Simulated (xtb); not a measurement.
Species: CH₆O₂Si, SMILES `OC[SiH2]O` (charge 0, multiplicity 1).

Question: Give a relaxed geometry from GFN2-xTB in xtb.

Answer: One answer among several that fit: the end point of this relaxation, one of several conformers (outside a Z-matrix the atoms follow the SMILES, hydrogens last).
Cartesian coordinates (Å) in one orientation:
```xyz
10

O      1.299     1.059     0.408
C      0.767     0.157    -0.567
Si    -0.772    -0.716     0.161
O     -1.754     0.419     0.773
H      1.664     0.537     1.129
H      0.504     0.787    -1.418
H      1.547    -0.531    -0.907
H     -0.313    -1.587     1.249
H     -1.524    -1.421    -0.867
H     -1.418     1.295     0.956
```
